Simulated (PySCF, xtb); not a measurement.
Ga(F)2(Me) (CH3F2Ga), SMILES [CH3][Ga]([F])[F].

GFN2-xTB in xtb 6.7.1 at its own geometry gives an orbital gap of 4.42 eV and a dipole moment of 5.39 D.

Coordinates come from a PBE0-D3(BJ)/def2-SVP optimisation.

Task: What does PBE0/def2-TZVPD run with PySCF give? (The exact figures need the calculation; the answer reports its results.)

Result: gap 8.55 eV (levels -9.65 and -1.10 eV), dipole 3.59 D.
